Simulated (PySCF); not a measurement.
Ge(Cl)3(OSiH3) (Cl₃GeH₃OSi), SMILES [SiH3][O][Ge]([Cl])([Cl])[Cl].

The structure is a stationary point at PBE0-D3(BJ)/def2-SVP. The values are those of a single conformer.

Two levels are set side by side: TDDFT-PBE/def2-SVPD (PySCF) and TDDFT-PBE0/def2-SVPD (PySCF). Vertical, same geometry. The lowest singlet is HOMO→LUMO 99 % with PBE and HOMO→LUMO 88 % with the other functional; states are paired by order. Differences are taken from unrounded values.

```tsv
quantity	TDDFT-PBE0	TDDFT-PBE	TDDFT-PBE minus TDDFT-PBE0
lowest singlet excitation (eV)	6.00	4.88	-1.13
lowest triplet excitation (TDA) (eV)	5.67	4.71	-0.96
```

Functionals without exact exchange tend to place singlet excitations lower, as here. Differences between two approximate levels are no errors against the true value.

Rough cost on one machine, each run with all the roots and properties that it gave: TDDFT-PBE0 against TDDFT-PBE about 4 times.
